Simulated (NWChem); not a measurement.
System: CH4N2S anion, doublet; SMILES of the neutral closed-shell parent NC(N)=S

NWChem input:

```
start job
memory heap 200 mb stack 900 mb global 1100 mb
charge -1
geometry units angstroms noautosym nocenter noautoz
  N      1.179117    -1.067662    -0.073348
  C     -0.008311    -0.319288     0.222118
  N     -1.161429    -1.135939    -0.007068
  S     -0.003534     1.407746    -0.058579
  H      1.278231    -1.872050     0.547106
  H      1.992828    -0.467975     0.009540
  H     -1.173896    -1.485997    -0.981781
  H     -1.990828    -0.560955     0.109868
end
basis spherical
  N library 6-31+g*
  C library 6-31+g*
  S library 6-31+g*
  H library 6-31+g*
end
dft
  odft
  mult 2
  xc b3lyp
  iterations 150
end
cosmo
  do_cosmo_smd true
  solvent meg
end
task dft energy
```

NWChem printed, in part:

```
             Northwest Computational Chemistry Package (NWChem) 7.3.0
             --------------------------------------------------------

                             Geometry "geometry" -> ""
                             -------------------------

 Output coordinates in angstroms (scale by  1.889725989 to convert to a.u.)

  No.       Tag          Charge          X              Y              Z
 ---- ---------------- ---------- -------------- -------------- --------------
    1 N                    7.0000     1.17911700    -1.06766200    -0.07334800
    2 C                    6.0000    -0.00831100    -0.31928800     0.22211800
    3 N                    7.0000    -1.16142900    -1.13593900    -0.00706800
    4 S                   16.0000    -0.00353400     1.40774600    -0.05857900
    5 H                    1.0000     1.27823100    -1.87205000     0.54710600
    6 H                    1.0000     1.99282800    -0.46797500     0.00954000
    7 H                    1.0000    -1.17389600    -1.48599700    -0.98178100
    8 H                    1.0000    -1.99082800    -0.56095500     0.10986800

 Effective nuclear repulsion energy (a.u.)     152.2119007127

                                 NWChem DFT Module
                                 -----------------

 Summary of "ao basis" -> "ao basis" (spherical)
 ------------------------------------------------------------------------------
       Tag                 Description            Shells   Functions and Types
 ---------------- ------------------------------  ------  ---------------------
 N                          6-31+g*                  8       18   4s3p1d
 C                          6-31+g*                  8       18   4s3p1d
 S                          6-31+g*                 10       22   5s4p1d
 H                          6-31+g*                  2        2   2s

 in cosmo_initialize ...
 calling solv_data for solv:meg

 solvent parameters
 solvname_short: meg
 solvname_long:  1,2-ethanediol
 dielec:       40.2450
 dielecinf:     2.0501
 nonaqueous SMD model solvent descriptors
 dielec:       40.2450
 sola:          0.5800
 solb:          0.7800
 solc:          0.0000
 solg:         69.0700
 solh:          0.0000
 soln:          1.4318

          ---------------
          -cosmo- solvent
          ---------------
 Cosmo: York-Karplus, doi: 10.1021/jp992097l
 dielectric constant -eps-     =  40.24
 screen = (eps-1)/(eps    )    =   0.97515
 surface charge correction     = lagrangian

[...]

                                COSMO-SMD solvation results
                                ---------------------------

             internal energy in gas <Psi(g)|H|Psi(g)> =      -548.200842815207
         internal energy in solvent <Psi(s)|H|Psi(s)> =      -548.196615711190
                               delta internal energy  =         0.004227104017 (    2.65 kcal/mol)
   total free energy in solvent <Psi(s)|H+V/2|Psi(s)> =      -548.301887630110
 polarization energy contribution <Psi(s)|V/2|Psi(s)> =        -0.105271918919 (  -66.06 kcal/mol)
    total free energy in solvent including G(SMD-CDS) =      -548.298962557829
                       G(SMD-CDS) energy contribution =         0.002925072280 (    1.84 kcal/mol)
     1 M fixed-concentration free energy of solvation =        -0.098119742622 (  -61.57 kcal/mol)

                    DFT Final Alpha Molecular Orbital Analysis
                    ------------------------------------------

 Vector   19  Occ=1.000000D+00  E=-2.165967D-01
              MO Center=  5.1D-04,  7.2D-01,  2.7D-02, r^2= 3.0D+00
   Bfn.  Coefficient  Atom+Function         Bfn.  Coefficient  Atom+Function
  ----- ------------  ---------------      ----- ------------  ---------------
    63      0.485357  4 S  pz                67      0.278321  4 S  pz
    28      0.202995  2 C  s                 61     -0.203354  4 S  px
    59     -0.188224  4 S  pz                 5     -0.185441  1 N  pz
    62      0.177215  4 S  py                 6      0.176153  1 N  s
    23      0.169539  2 C  pz                27      0.147943  2 C  pz

 Vector   20  Occ=1.000000D+00  E=-1.903810D-01
              MO Center= -4.7D-02,  1.2D+00, -3.6D-02, r^2= 2.5D+00
   Bfn.  Coefficient  Atom+Function         Bfn.  Coefficient  Atom+Function
  ----- ------------  ---------------      ----- ------------  ---------------
    61      0.601027  4 S  px                65      0.366086  4 S  px
    57     -0.231760  4 S  px                40      0.172851  3 N  py
    63      0.169427  4 S  pz                44      0.144946  3 N  py
    69      0.140134  4 S  px                67      0.104647  4 S  pz
    10     -0.100839  1 N  s                  4     -0.087261  1 N  py

 Vector   21  Occ=1.000000D+00  E=-1.066060D-01
              MO Center=  1.8D-02,  5.1D-02, -1.9D-02, r^2= 3.7D+00
   Bfn.  Coefficient  Atom+Function         Bfn.  Coefficient  Atom+Function
  ----- ------------  ---------------      ----- ------------  ---------------
    28      1.426984  2 C  s                 68     -0.642733  4 S  s
    23      0.463187  2 C  pz                27      0.427714  2 C  pz
    46     -0.373247  3 N  s                 63     -0.339510  4 S  pz
    71     -0.308321  4 S  pz                67     -0.265105  4 S  pz
    24      0.261651  2 C  s                 30      0.234551  2 C  py

 Vector   22  Occ=0.000000D+00  E= 2.131600D-03
              MO Center=  7.0D-02, -5.6D-01,  4.5D-01, r^2= 1.1D+01
   Bfn.  Coefficient  Atom+Function         Bfn.  Coefficient  Atom+Function
  ----- ------------  ---------------      ----- ------------  ---------------
    68      3.955508  4 S  s                 30     -2.494154  2 C  py
    10     -1.167965  1 N  s                 46     -1.116264  3 N  s
    28     -0.952707  2 C  s                 70     -0.886987  4 S  py
    71      0.417758  4 S  pz                11      0.336823  1 N  px
    47     -0.333158  3 N  px                 6     -0.293708  1 N  s

[...]
```

Level: B3LYP/6-31+G* (spherical d), spin-unrestricted, SMD on the gas-phase geometry. Geometry: optimised at B3LYP/def2-SVPD, spin-unrestricted. Not confirmed as a minimum by frequencies. The spin multiplicity was typed, not searched, and may not be the lowest. No stability test was run on the SCF state. The gas-phase anion has a positive highest level at the geometry level, so the gas reference is doubtful. Solvent: ethylene glycol.
